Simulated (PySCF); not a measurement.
C₆H₉NSi: full NMR table

- Formula: C6H9NSi
- SMILES: C=C/C=C(\C)[SiH2]C#N
- Point group of the computed structure: C1
- Degrees of unsaturation: 4
- Carbon signals: 6
- Proton signals: 6

Atoms are numbered as in `[CH2:1]=[CH:2]/[CH:3]=[C:4](\[CH3:5])[SiH2:6][C:7]#[N:8]`. Hydrogens are named by the atom that carries them. Ha(C1) is cis to C3; Hb(C1) is trans to C3.

- GIAO PBE0/pcSseg-1 shieldings
- structure optimised with GFN2-xTB
- code: PySCF 2.14.0 with density-fitted response routines
- a single conformation, non-relativistic Hamiltonian, fast rotation and ring inversion assumed for equivalent nuclei, no solvent model

Shifts are taken against calculated references (same method and geometry level): 1H (31.72 ppm), 13C (186.93 ppm), 29Si (349.16 ppm) vs TMS; 15N (267.73 ppm) against NH3.

| carbon | δC, type | δH (multiplicity) | HMBC from (2–3 bonds) | span of the C tensor (ppm) |
| --- | --- | --- | --- | --- |
| C1 | 130.7, CH2 | Hb(C1) 5.78 (m); Ha(C1) 5.73 (m) | H(C2), H(C3) | 214 |
| C2 | 138.5, CH | 7.15 (m) | H(C3), Hb(C1), Ha(C1) | 241 |
| C3 | 151.7, CH | 6.64 (d) | H(C2), Hb(C1), Ha(C1), H(Si6), H(C5) | 206 |
| C4 | 136.8, C | – | H(C2), H(C3), H(Si6), H(C5) | 212 |
| C5 | 18.7, CH3 | 2.25 (s) | H(C3), H(Si6) | 35 |
| C7 | 123.6, C | – | H(Si6) | 339 |

Other nuclei:
| atoms | nucleus | environment | δ (ppm) | σ (ppm) |
| --- | --- | --- | --- | --- |
| H(Si6) | 1H | hydrogen on a silicon bonded to 2 C | 4.60 | 27.12 |
| Si6 | 29Si | silicon bonded to 2 C, 2 H | -65.3 | 414.5 |
| N8 | 15N | nitrile nitrogen | 364.6 | -96.9 |

Carbon types of the structure: 2 × C, 2 × CH, 1 × CH2, 1 × CH3, leaving 2 H on heteroatoms. δC 151.7, 138.5: alkene CH; the olefinic region. δC 136.8: fully substituted alkene carbon; an sp2 carbon of a C=C bond. δC 130.7: terminal =CH2 carbon; as expected for a trigonal carbon in a double bond. δC 123.6: nitrile carbon; typical of a nitrile. δH 5.78, 5.73: hydrogen on a terminal =CH2 carbon; olefinic region.

Shifts are as computed. Against solution values, carbons near 30 ppm lie about +3 ppm off and those near 130 ppm about +5 ppm. Of 1211 compounds with measured shifts, 218 miss one by over three times the rms of a fit or turn the order of signals round; such compounds aren't used in these exercises. Experimental scales use liquid or dissolved standards, which lie at an offset from isolated NH3 (liquid NH3: subtract about 20 ppm). Unscaled 15N shifts of sp2 nitrogen come out 20 to 40 ppm too high even then. No couplings were computed; multiplicities are counted from neighbouring protons, with m where these are inequivalent, close in shift, in a saturated or five-membered ring or joined by F or P, and br s for small geminal =CH2 splittings.
